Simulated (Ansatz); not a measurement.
Program: Ansatz. Geometries: PBE0-D4/def2-TZVP. ΔE: electronic, gas phase. CCSD(T)/CBS is the MP2 limit (def2-TZVPP, def2-QZVPP) plus CCSD(T) − MP2 in def2-TZVPP, frozen cores. This one scheme is used for every species. Functionals use def2-TZVPP. Triplets are unrestricted, without spin–orbit coupling. One conformer a species, not always the lowest.

Consider the formal loss of a carbene: `N=C([SiH3])CS` → `[CH2]` (triplet) + `N=C([SiH3])S`.

CCSD(T)/CBS gives +422.7 kJ/mol.

**Question.** Another level gave +411.9 kJ/mol. Which?
A. PBE0/def2-TZVPP
B. r2SCAN0/def2-TZVPP
C. RPA@PBE/def2-TZVPP
D. SCS-MP2/def2-TZVPP

**Answer.** A. PBE0 411.9, RPA@PBE/def2-TZVPP 405.2, r2SCAN0 390.1, SCS-MP2/def2-TZVPP 424.5 kJ/mol.

Largest T1 diagnostic among the species: 0.014.

Leaving LDA and LC-ωPBE aside and taking each functional with its dispersion term where it has one, the values, not all of them listed here, spread over 43.1 kJ/mol, from r2SCAN-D4 to ωB97X-V. LDA lies +76.9 kJ/mol from PBE without D4. The D4 term adds +11.0 kJ/mol with B3LYP and +6.1 kJ/mol with PBE0; it sums over pairs of atoms, weighted by their polarisabilities, and B3LYP, whose exchange is more repulsive, gets the larger term.

CCSD(T)/CBS has its own doubt, a few kJ/mol and more with outer-core shells, so smaller differences from it don't rank the levels.

B3LYP here is the variant with VWN-RPA as its local correlation; programs differ in this.
